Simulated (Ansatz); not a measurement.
`CC(=S)[NH][AlH2]` + H₂Se → `CC(=S)[SeH]` + `[NH2][AlH2]`  (substitution at a C–N bond)

Isolated molecules relaxed with PBE0-D4/def2-TZVP in Ansatz; ΔE leaves out vibrations. CCSD(T)/CBS is the MP2 limit (def2-TZVPP, def2-QZVPP) plus CCSD(T) − MP2 in def2-TZVPP, frozen cores. This one scheme is used for every species. DFT in def2-TZVPP. B3LYP here is the variant with VWN-RPA as its local correlation; programs differ in this. For Se outer-core shells are correlated without core-valence functions, which leaves a few kJ/mol of doubt a bond. Scalar relativity is left out up to krypton. Each species was taken in one conformer, which may not be the lowest.

| level | ΔE (kcal/mol) | difference from CCSD(T)/CBS |
| --- | --- | --- |
| PBE-D4 | 6.1 | 0.4 |
| r2SCAN-D4 | 6.8 | 1.1 |
| PBE0-D4 | 7.9 | 2.2 |
| B3LYP-D4 | 7.2 | 1.5 |
| ωB97X-V | 8.6 | 2.9 |
| ωB97M-V | 8.0 | 2.3 |
| PBE | 5.8 | 0.1 |
| r2SCAN | 6.6 | 0.9 |
| PBE0 | 7.6 | 1.9 |
| HF/def2-TZVPP | 11.4 | 5.7 |
| MP2/def2-TZVPP | 4.4 | -1.3 |
| SCS-MP2/def2-TZVPP | 4.9 | -0.8 |
| CCSD(T)/def2-TZVPP | 6.3 | 0.6 |
| MP2/def2-QZVPP | 4.1 | -1.6 |
| SCS-MP2/def2-QZVPP | 4.7 | -1.0 |
| HF/CBS(def2) | 11.3 | 5.6 |
| CCSD(T)/CBS | 5.7 | 0 |

Largest T1 diagnostic among the species: 0.017.

From PBE to PBE0 (25 % exact exchange), in def2-TZVPP and without D4, ΔE moves by +1.8 kcal/mol. In def2-TZVPP, CCSD(T) changes the Hartree–Fock value by −5.1 kcal/mol (the triples alone add −0.8 kcal/mol) and MP2 by −7.0 kcal/mol.
